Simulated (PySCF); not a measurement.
From one molecule to another.

First species: C5H8N2S.
Atom-mapped SMILES: `[CH3:1][CH:2]([CH3:3])[c:4]1[n:5][cH:6][s:7][n:8]1` (hydrogens: H9, H10, H11 on C1; H12 on C2; H13, H14, H15 on C3; H16 on C6)

Second species: CH10N2OSi2.
SMILES: `CO[Si](N)(N)[SiH3]`

Levels: PBE0/def2-SVPD for dipole moment, HOMO energy, LUMO energy, HOMO–LUMO gap, static isotropic polarisability and electronic spatial extent ⟨r²⟩ about the centre of nuclear charge; TDDFT PBE0/def2-SVPD for lowest singlet excitation; TDA PBE0/def2-SVPD for lowest triplet excitation (Tamm–Dancoff); GFN2-xTB for rotational constant A and rotational constant C. Geometries: GFN2-xTB. All species are isolated and taken at one optimised geometry, non-relativistic unless stated; the electronic structure was computed with PySCF and density fitting.

The conformers computed, where there is a choice (atom-mapped SMILES and torsion angles):
- `[CH3:1][CH:2]([CH3:3])[c:4]1[n:5][cH:6][s:7][n:8]1`: C1–C2–C4–N5 61°
- `[CH3:1][O:2][Si:3]([NH2:4])([NH2:5])[SiH3:6]`: C1–O2–Si3–N4 61°, H–N4–Si3–O2 42°, H–N4–Si3–O2 177°, H–N5–Si3–O2 -57°, H–N5–Si3–O2 77°

Values for the first species:

* Dipole moment: 0.96 D
* HOMO energy: -7.76 eV
* LUMO energy: -1.25 eV
* HOMO–LUMO gap: 6.51 eV
* Lowest singlet excitation: 5.21 eV
* Lowest triplet excitation (Tamm–Dancoff): 4.03 eV
* Static isotropic polarisability: 88.6 au
* Electronic spatial extent ⟨r²⟩ about the centre of nuclear charge: 1180 bohr²
* Rotational constant A: 4.099 GHz
* Rotational constant C: 1.082 GHz

Question: Estimate the same properties for the second species, and the change in each.

Answer: 
```
                                                         property       first      second  second less first
                                                    dipole moment      0.96 D      1.35 D            +0.39 D
                                                      HOMO energy    -7.76 eV    -7.38 eV           +0.38 eV
                                                      LUMO energy    -1.25 eV     0.35 eV           +1.60 eV
                                                    HOMO–LUMO gap     6.51 eV     7.73 eV           +1.22 eV
                                        lowest singlet excitation     5.21 eV     6.48 eV           +1.27 eV
                         lowest triplet excitation (Tamm–Dancoff)     4.03 eV     5.99 eV           +1.96 eV
                                  static isotropic polarisability     88.6 au     87.4 au            -1.2 au
electronic spatial extent ⟨r²⟩ about the centre of nuclear charge  1180 bohr²  1016 bohr²         -164 bohr²
                                            rotational constant A   4.099 GHz   2.338 GHz         -1.761 GHz
                                            rotational constant C   1.082 GHz   1.444 GHz         +0.362 GHz
```

On the first: A dipole of 0.96 D is allowed in Cs, and pure rotational transitions are dipole-allowed. The principal polarisabilities are 70.2, 82.0 and 113.5 au; their mean is the isotropic value.

On the second: The polarisability is 12.95 Å³ as a volume (1 au = 0.148185 Å³), or 1.32 au for each of the 66 electrons.
